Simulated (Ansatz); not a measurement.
Ansatz (a quantum-chemistry and plane-wave program) input (B3LYP-D3(BJ)/def2-TZVP):

Ansatz 0.2 input:
```yaml
crystal:
  periodic: [false, false, false]
  atoms:
    - {symbol: C, position_ang: [-0.10246549, 1.47920069, 0.04880365]}
    - {symbol: C, position_ang: [-0.39186067, 0.03874146, 0.18630358]}
    - {symbol: C, position_ang: [-1.72628677, -0.32686444, -0.49884976]}
    - {symbol: O, position_ang: [0.59815322, -0.78137082, -0.41318643]}
    - {symbol: C, position_ang: [1.83003523, -0.75383493, 0.25728804]}
    - {symbol: H, position_ang: [-0.59832266, 2.18968285, 0.67959474]}
    - {symbol: H, position_ang: [0.46882558, 1.82882378, -0.78869407]}
    - {symbol: H, position_ang: [-0.48094064, -0.22273965, 1.25911698]}
    - {symbol: H, position_ang: [-1.65434876, -0.10450907, -1.55920662]}
    - {symbol: H, position_ang: [-1.91460099, -1.38924329, -0.37334547]}
    - {symbol: H, position_ang: [-2.53961785, 0.24422780, -0.06135052]}
    - {symbol: H, position_ang: [2.24733547, 0.25915817, 0.29574770]}
    - {symbol: H, position_ang: [2.50091708, -1.40373320, -0.30111033]}
    - {symbol: H, position_ang: [1.73020100, -1.12853612, 1.28513424]}
basis:
  gaussian:
    orbitals: def2-TZVP
hamiltonian:
  xc: b3lyp
  dispersion: d3bj
magnetization: {spin_polarized: true, initial_magnetization: 1}
relax: {f_tol: 0.002, max_steps: 150}
```

Output:

```
Functional definition: B3LYP
integrals: 0.12 GiB planned
1267 factors; their error is unknown
0.31 GiB of the device are held for the grids
1.03 GiB of device memory are held for the factors and their scratch space
mean field: 1.22 GiB planned
mean field evaluation 1: about -6331.8176 eV, gradient 4.9e1 eV
mean field evaluation 2: about -6325.6800 eV, gradient 6.0e1 eV
mean field evaluation 4: about -6342.5317 eV, gradient 3.9e0 eV
mean field evaluation 8: about -6342.5883 eV, gradient 5.9e-2 eV
mean field evaluation 16: about -6342.5605 eV, gradient 3.8e-4 eV
mean field -6342.56054036 eV, -233.0848007164 hartree, gradient 3.2e-5 eV, S^2 0.753820; 0 other end points of the search recorded, 0 dependent functions left out
the calculation of the forces begins
reference -6342.56083201 eV, -233.0848114341 hartree; 21, 20 occupied and 188, 189 virtual orbitals, 1267 factors
relax step   1: F+E_penalty+E_count = -6342.98681336 eV  Δ(F+E_penalty+E_count) = +0.000e0 eV  max|allowed force component| = 5.025e-1 eV/Å  Δτ_max = 0.0000 Å  (32 SCF iters, accepted)
these checks for a lower state are left out or cut short: starts, cluster_reference, orbital_swaps, neighbouring_geometries, increment
integrals: 0.12 GiB planned
1267 factors; their error is unknown
0.31 GiB of the device are held for the grids
1.03 GiB of device memory are held for the factors and their scratch space
mean field: 1.22 GiB planned
mean field -6342.57410908 eV, -233.0852993577 hartree, gradient 1.5e-5 eV, S^2 0.753853; 0 other end points of the search recorded, 0 dependent functions left out
the calculation of the forces begins
reference -6342.57440148 eV, -233.0853101030 hartree; 21, 20 occupied and 188, 189 virtual orbitals, 1267 factors
relax step   2: F+E_penalty+E_count = -6342.99878556 eV  Δ(F+E_penalty+E_count) = -1.197e-2 eV  max|allowed force component| = 2.576e-1 eV/Å  Δτ_max = 0.0242 Å  (34 SCF iters, accepted)
these checks for a lower state are left out or cut short: starts, cluster_reference, orbital_swaps, neighbouring_geometries, increment
integrals: 0.12 GiB planned
1267 factors; their error is unknown
0.31 GiB of the device are held for the grids
1.03 GiB of device memory are held for the factors and their scratch space
mean field: 1.22 GiB planned
mean field evaluation 32: about -6342.5774 eV, gradient 1.4e-5 eV
mean field -6342.57736978 eV, -233.0854191862 hartree, gradient 1.4e-5 eV, S^2 0.753875; 0 other end points of the search recorded, 0 dependent functions left out
the calculation of the forces begins
reference -6342.57766261 eV, -233.0854299475 hartree; 21, 20 occupied and 188, 189 virtual orbitals, 1267 factors
relax step   3: F+E_penalty+E_count = -6343.00148771 eV  Δ(F+E_penalty+E_count) = -2.702e-3 eV  max|allowed force component| = 2.824e-2 eV/Å  Δτ_max = 0.0236 Å  (34 SCF iters, accepted)
these checks for a lower state are left out or cut short: starts, cluster_reference, orbital_swaps, neighbouring_geometries, increment
integrals: 0.12 GiB planned
1267 factors; their error is unknown
0.30 GiB of the device are held for the grids
1.03 GiB of device memory are held for the factors and their scratch space
mean field: 1.23 GiB planned
mean field -6342.57680303 eV, -233.0853983584 hartree, gradient 1.3e-5 eV, S^2 0.753845; 0 other end points of the search recorded, 0 dependent functions left out
the calculation of the forces begins
reference -6342.57709560 eV, -233.0854091103 hartree; 21, 20 occupied and 188, 189 virtual orbitals, 1267 factors
relax step   4: F+E_penalty+E_count = -6343.00123057 eV  Δ(F+E_penalty+E_count) = +2.571e-4 eV  max|allowed force component| = 6.629e-2 eV/Å  Δτ_max = 0.0115 Å  (33 SCF iters, rejected (line search))
these checks for a lower state are left out or cut short: starts, cluster_reference, orbital_swaps, neighbouring_geometries, increment
integrals: 0.12 GiB planned
1267 factors; their error is unknown
0.30 GiB of the device are held for the grids
1.03 GiB of device memory are held for the factors and their scratch space
mean field: 1.22 GiB planned
mean field -6342.57759026 eV, -233.0854272885 hartree, gradient 1.2e-5 eV, S^2 0.753869; 0 other end points of the search recorded, 0 dependent functions left out
the calculation of the forces begins
reference -6342.57788306 eV, -233.0854380488 hartree; 21, 20 occupied and 188, 189 virtual orbitals, 1267 factors
relax step   5: F+E_penalty+E_count = -6343.00168288 eV  Δ(F+E_penalty+E_count) = -1.952e-4 eV  max|allowed force component| = 9.762e-3 eV/Å  Δτ_max = 0.0056 Å  (35 SCF iters, accepted)
these checks for a lower state are left out or cut short: starts, cluster_reference, orbital_swaps, neighbouring_geometries, increment
integrals: 0.12 GiB planned
1267 factors; their error is unknown
0.30 GiB of the device are held for the grids
1.03 GiB of device memory are held for the factors and their scratch space
mean field: 1.22 GiB planned
mean field -6342.57782500 eV, -233.0854359151 hartree, gradient 2.2e-5 eV, S^2 0.753872; 0 other end points of the search recorded, 0 dependent functions left out
the calculation of the forces begins
reference -6342.57811807 eV, -233.0854466850 hartree; 21, 20 occupied and 188, 189 virtual orbitals, 1267 factors
relax step   6: F+E_penalty+E_count = -6343.00201110 eV  Δ(F+E_penalty+E_count) = -3.282e-4 eV  max|allowed force component| = 3.921e-2 eV/Å  Δτ_max = 0.0731 Å  (33 SCF iters, accepted)
these checks for a lower state are left out or cut short: starts, cluster_reference, orbital_swaps, neighbouring_geometries, increment
integrals: 0.12 GiB planned
1267 factors; their error is unknown
0.30 GiB of the device are held for the grids
1.03 GiB of device memory are held for the factors and their scratch space
mean field: 1.22 GiB planned
mean field -6342.57720407 eV, -233.0854130964 hartree, gradient 1.3e-5 eV, S^2 0.753859; 0 other end points of the search recorded, 0 dependent functions left out
the calculation of the forces begins
reference -6342.57749745 eV, -233.0854238777 hartree; 21, 20 occupied and 188, 189 virtual orbitals, 1267 factors
relax step   7: F+E_penalty+E_count = -6343.00096547 eV  Δ(F+E_penalty+E_count) = +1.046e-3 eV  max|allowed force component| = 9.122e-2 eV/Å  Δτ_max = 0.0278 Å  (34 SCF iters, rejected (line search))
these checks for a lower state are left out or cut short: starts, cluster_reference, orbital_swaps, neighbouring_geometries, increment
integrals: 0.12 GiB planned
1267 factors; their error is unknown
0.30 GiB of the device are held for the grids
1.03 GiB of device memory are held for the factors and their scratch space
mean field: 1.23 GiB planned
mean field evaluation 64: about -6342.5777 eV, gradient 4.3e-1 eV
mean field -6342.57819818 eV, -233.0854496291 hartree, gradient 1.3e-5 eV, S^2 0.753866; 0 other end points of the search recorded, 0 dependent functions left out
the calculation of the forces begins
reference -6342.57849132 eV, -233.0854604019 hartree; 21, 20 occupied and 188, 189 virtual orbitals, 1267 factors
relax step   8: F+E_penalty+E_count = -6343.00231374 eV  Δ(F+E_penalty+E_count) = -3.026e-4 eV  max|allowed force component| = 5.563e-3 eV/Å  Δτ_max = 0.0139 Å  (35 SCF iters, accepted)
these checks for a lower state are left out or cut short: starts, cluster_reference, orbital_swaps, neighbouring_geometries, increment
integrals: 0.12 GiB planned
1267 factors; their error is unknown
0.30 GiB of the device are held for the grids
1.03 GiB of device memory are held for the factors and their scratch space
mean field: 1.22 GiB planned
mean field -6342.57826877 eV, -233.0854522233 hartree, gradient 1.3e-5 eV, S^2 0.753863; 0 other end points of the search recorded, 0 dependent functions left out
the calculation of the forces begins
reference -6342.57856198 eV, -233.0854629986 hartree; 21, 20 occupied and 188, 189 virtual orbitals, 1267 factors
relax step   9: F+E_penalty+E_count = -6343.00233977 eV  Δ(F+E_penalty+E_count) = -2.603e-5 eV  max|allowed force component| = 2.676e-3 eV/Å  Δτ_max = 0.0120 Å  (35 SCF iters, accepted)
these checks for a lower state are left out or cut short: starts, cluster_reference, orbital_swaps, neighbouring_geometries, increment
integrals: 0.12 GiB planned
1267 factors; their error is unknown
0.30 GiB of the device are held for the grids
1.03 GiB of device memory are held for the factors and their scratch space
mean field: 1.23 GiB planned
mean field -6342.57827620 eV, -233.0854524965 hartree, gradient 1.2e-5 eV, S^2 0.753864; 0 other end points of the search recorded, 0 dependent functions left out
the calculation of the forces begins
reference -6342.57856941 eV, -233.0854632718 hartree; 21, 20 occupied and 188, 189 virtual orbitals, 1267 factors
relax step  10: F+E_penalty+E_count = -6343.00234090 eV  Δ(F+E_penalty+E_count) = -1.134e-6 eV  max|allowed force component| = 1.011e-3 eV/Å  Δτ_max = 0.0008 Å  (35 SCF iters, accepted)
integrals: 0.12 GiB planned
1267 factors; their error is unknown
0.30 GiB of the device are held for the grids
1.03 GiB of device memory are held for the factors and their scratch space
mean field: 1.23 GiB planned
mean field evaluation 96: about -6342.6056 eV, gradient 3.3e-1 eV
mean field -6342.57827620 eV, -233.0854524965 hartree, gradient 1.2e-5 eV, S^2 0.753864; 1 other end points of the search recorded, 0 dependent functions left out
the calculation of the forces begins
reference -6342.57856941 eV, -233.0854632718 hartree; 21, 20 occupied and 188, 189 virtual orbitals, 1267 factors
Total energy: -6343.00263411 eV, -233.1010473620 hartree
Atom 0 at    -0.101927     1.488853     0.053695 Å, force     0.000973     0.000033     0.000364 eV/Å
Atom 1 at    -0.407446     0.037876     0.178116 Å, force     0.000096    -0.000121    -0.001011 eV/Å
Atom 2 at    -1.723149    -0.336104    -0.507584 Å, force    -0.000337    -0.000199     0.000360 eV/Å
Atom 3 at     0.598540    -0.774196    -0.422115 Å, force     0.000185     0.000096     0.000273 eV/Å
Atom 4 at     1.832937    -0.752775     0.264055 Å, force    -0.000161     0.000259    -0.000091 eV/Å
Atom 5 at    -0.498128     2.203530     0.761703 Å, force    -0.000204     0.000128     0.000043 eV/Å
Atom 6 at     0.386491     1.854494    -0.840015 Å, force    -0.000181    -0.000170    -0.000231 eV/Å
Atom 7 at    -0.486178    -0.225159     1.245076 Å, force    -0.000614    -0.000247    -0.000300 eV/Å
Atom 8 at    -1.663328    -0.112072    -1.573172 Å, force     0.000055     0.000199     0.000366 eV/Å
Atom 9 at    -1.914088    -1.403096    -0.383220 Å, force     0.000205    -0.000218     0.000213 eV/Å
Atom 10 at    -2.552545     0.226226    -0.077840 Å, force    -0.000357     0.000199    -0.000110 eV/Å
Atom 11 at     2.273415     0.250269     0.284333 Å, force     0.000359     0.000072     0.000163 eV/Å
Atom 12 at     2.504517    -1.426856    -0.265440 Å, force     0.000014     0.000031    -0.000107 eV/Å
Atom 13 at     1.717911    -1.101987     1.298653 Å, force    -0.000033    -0.000062     0.000069 eV/Å
Dipole moment:    -0.005115     0.118476     0.192620 e Å
```

It need not be the lowest isomer of its formula.
